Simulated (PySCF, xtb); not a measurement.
Si(CF3)(OH)3 (CH3F3O3Si), SMILES O[Si](O)(O)C(F)(F)F. The values are those of a single conformer.

Harmonic wavenumbers (cm⁻¹) from xtb with GFN2-xTB at its own minimum, in rising order: 29, 114, 114, 214, 215, 238, 276, 276, 285, 306, 307, 424, 467, 467, 651, 797, 801, 802, 851, 997, 998, 1029, 1030, 1160, 3659, 3660, 3664.

### Question
What does PBE-D3(BJ)/def2-SVP in PySCF 2.14.0 give at its own minimum? (Estimate from the structure and the level; the computed values follow.)

### Answer
43, 62, 62, 173, 173, 235, 272, 272, 278, 331, 331, 456, 508, 508, 704, 771, 771, 791, 799, 972, 972, 1090, 1090, 1209, 3768, 3768, 3769. Paired by order, the mean absolute difference is 41 cm⁻¹ and the zero-point energies are 34.1 and 34.6 kcal/mol.
